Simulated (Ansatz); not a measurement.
Calculated with Ansatz (gas phase, PBE0-D4/def2-TZVP geometries, no zero-point term in ΔE). CBS: MP2 limit from def2 TZ/QZ plus the TZ coupled-cluster correction, frozen cores. Functionals use def2-TZVPP. For Ga outer-core shells are correlated without core-valence functions, which leaves a few kJ/mol of doubt a bond. Scalar relativity is left out up to krypton. One conformer a species, not always the lowest.

Reaction (ligand exchange at a Ga–S bond): `[SiH3]C[S][GaH2]` + `NB1CS1` → `[GaH2][NH]B1CS1` + `[SiH3]CS`

`[SiH3]C[S][GaH2]`:

```xyz
11

Si    0.933   -1.021   -0.892
C    -0.510    0.174   -1.022
S    -0.139    1.691   -0.075
Ga   -0.604    1.105    1.984
H     2.167   -0.368   -1.394
H     0.675   -2.260   -1.679
H     1.120   -1.386    0.538
H    -0.665    0.484   -2.058
H    -1.439   -0.280   -0.674
H    -0.312    2.175    3.079
H    -1.227   -0.314    2.192
```

`NB1CS1`:

Z-matrix (Å, degrees):
```
C
B 1 1.529
S 1 1.871 2 61.7
H 1 1.086 2 121.3 3 101.9
H 1 1.086 2 121.3 3 -101.9
N 2 1.380 1 147.0 3 -180.0
H 6 1.005 2 122.9 1 -180.0
H 6 1.005 2 122.6 1 0.0
```

`[GaH2][NH]B1CS1`:

```xyz
10

Ga    1.938    0.689   -0.202
N     0.808   -0.774   -0.105
B    -0.572   -0.698    0.050
C    -1.784    0.225    0.203
S    -2.073   -1.625    0.199
H     1.258    2.084   -0.099
H     3.454    0.365   -0.379
H     1.210   -1.699   -0.168
H    -2.019    0.698    1.153
H    -2.219    0.735   -0.652
```

`[SiH3]CS`:

```xyz
9

Si    0.842   -0.676   -0.017
C    -0.516    0.501   -0.562
S    -1.134    1.487    0.827
H     1.997    0.095    0.505
H     1.287   -1.529   -1.154
H     0.310   -1.555    1.060
H    -0.104    1.225   -1.270
H    -1.335   -0.016   -1.067
H    -1.347    0.469    1.678
```

```tsv
level	ΔE (kcal/mol)	difference from CCSD(T)/CBS
LDA (SPW92)	13.4	2.6
r2SCAN-D4	12.5	1.7
PBE0-D4	13.0	2.2
r2SCANh-D4	12.5	1.7
BHLYP-D4	11.9	1.1
ωB97X-V	11.0	0.2
B2PLYP	10.6	-0.2
revPBE	12.4	1.6
PBE0	12.6	1.8
r2SCANh	12.4	1.6
CCSD/def2-SVP	9.6	-1.2
HF/def2-TZVPP	9.8	-1.0
SCS-MP2/def2-TZVPP	9.2	-1.6
SCS-MP2/def2-QZVPP	9.7	-1.1
HF/CBS(def2)	9.4	-1.4
CCSD/CBS(def2)	10.6	-0.2
CCSD(T)/CBS	10.8	0
```

Largest T1 diagnostic among the species: 0.014.

At CCSD(T), def2-SVP lies −1.1 kcal/mol from the extrapolated value and def2-TZVPP −1.1 kcal/mol. Leaving LDA and LC-ωPBE aside and taking each functional with its dispersion term where it has one, the values, not all of them listed here, spread over 2.6 kcal/mol, from B2PLYP to PBE-D4.
